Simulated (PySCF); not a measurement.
Isomers of C7H11NS, one GFN2-xTB conformer each. Single-point energies are computed at PBE0/pcSseg-1 (PySCF, gas phase, no added dispersion term), electronic only.

| SMILES | GFN2-xTB relative energy (kcal/mol) |
| --- | --- |
| S=C=NC1CCCCC1 | 0.0 |
| C=CC(=C)CNC(C)=S | 49.1 |
| CCNCc1cccs1 | 29.3 |
| CC(C)(C)c1ccsn1 | 13.4 |
| CCc1sccc1NC | 22.7 |

Conformers: `[S:1]=[C:2]=[N:3][CH:4]1[CH2:5][CH2:6][CH2:7][CH2:8][CH2:9]1` with C2–N3–C4–C5 62°, N3–C4–C5–C6 -69°, C4–C5–C6–C7 -57°, C5–C6–C7–C8 58°, C6–C7–C8–C9 -58°; `[CH2:1]=[CH:2][C:3](=[CH2:4])[CH2:5][NH:6][C:7]([CH3:8])=[S:9]` with C1–C2–C3–C4 174°, C2–C3–C5–N6 -66°, C3–C5–N6–C7 130°, C5–N6–C7–C8 -178°; `[CH3:1][CH2:2][NH:3][CH2:4][c:5]1[cH:6][cH:7][cH:8][s:9]1` with C1–C2–N3–C4 -179°, C2–N3–C4–C5 -64°, N3–C4–C5–C6 101°; `[CH3:1][CH2:2][c:3]1[s:4][cH:5][cH:6][c:7]1[NH:8][CH3:9]` with C1–C2–C3–S4 -100°, C6–C7–N8–C9 -26°.

Q: What does PBE0/pcSseg-1 give for the same structures?

A: 
```csv
SMILES,PBE0/pcSseg-1 E (Eh),PBE0/pcSseg-1 (kcal/mol),GFN2-xTB (kcal/mol),point group
S=C=NC1CCCCC1,-725.72664,0.0,0.0,Cs
CC(C)(C)c1ccsn1,-725.71281,8.7,13.4,Cs
CCc1sccc1NC,-725.70485,13.7,22.7,C1
CCNCc1cccs1,-725.70044,16.4,29.3,C1
C=CC(=C)CNC(C)=S,-725.68046,29.0,49.1,C1
```

Both levels put the same isomer lowest; measured from each level's own lowest isomer, the values differ by up to 20.1 kcal/mol (C=CC(=C)CNC(C)=S: 49.1 against 29.0). As drawn, the lowest has cumulated double bonds and a C=N bond, which the highest lacks; the highest has an N–H bond and a C=C bond outside aromatic rings, which the lowest lacks.

Q: Which frontier levels, dipoles and rotational constants go with these structures?

A: 
```tsv
SMILES	HOMO (eV, PBE0/pcSseg-1)	LUMO (eV)	dipole (D)	A, B, C (MHz)
S=C=NC1CCCCC1	-6.99	-0.40	3.43	2273, 884.6, 854.3
CC(C)(C)c1ccsn1	-7.31	-0.72	2.16	2831, 971.4, 859.4
CCc1sccc1NC	-5.44	-0.02	1.89	1660, 1335, 790.7
CCNCc1cccs1	-6.38	-0.43	1.08	2685, 788.0, 749.5
C=CC(=C)CNC(C)=S	-5.99	-1.13	4.37	2272, 812.3, 757.8
```
